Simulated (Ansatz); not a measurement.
Mulliken charges of CH$_{3}$BFGaO, SMILES `[F][Ga]1[CH2]B[O]1` from PBE/def2-TZVPP in Ansatz (PBE0-D4/def2-TZVP geometry).

```csv
atom,x (Å),y (Å),z (Å),charge (e)
F1,-2.676,-0.133,1.498,-0.297
Ga2,-1.153,-0.052,0.672,0.588
C3,0.778,0.201,0.451,-0.376
B4,0.358,-0.140,-1.063,0.187
O5,-0.974,-0.362,-1.164,-0.311
H6,1.418,-0.518,0.966,0.109
H7,1.155,1.206,0.651,0.109
H8,1.092,-0.202,-2.011,-0.010
```

Task: By hand: the dipole of these point charges (1 e Å = 4.8032 D).

Result: Σ q r = (0.464, 0.097, 0.140) e Å, of length 0.494 e Å = 2.37 D.

Task: How does the dipole of the full density compare? (An estimate is asked.)

Result: Ansatz gave: (0.398, 0.118, 0.315) e Å, 2.50 D; the point charges give 0.95 times that, at 21° from its direction.

Point charges leave out the atoms' own dipoles, such as those of lone pairs, and Mulliken's split depends on the basis, so the two needn't agree.
